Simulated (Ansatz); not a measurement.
A structure relaxed at PBE0-D4/def2-TZVPD in Ansatz, charge -1, doublet:

```xyz
3

Sr    0.008   -0.010   -0.003
O     1.651    1.042    0.798
O    -1.659   -1.032   -0.795
```

Task: Give its formula and point group.

Result: the cluster SrO₂⁻. Point group D∞h (tolerance 0.1 Å).

Task: Summarise the bond lengths by kind (pairs closer than 1.2 times the sum of covalent radii, bridged metal pairs left out).

Result: 2 × O–Sr 2.11 Å.

In the def2 sets Sr takes a core potential; there is no spin–orbit coupling. The relaxation made no stability test and no search for a lower SCF solution. Another isomer (doublet) lies 0.04 eV lower at PBE0-D4/def2-TZVPD; other spin states weren't run for this one.
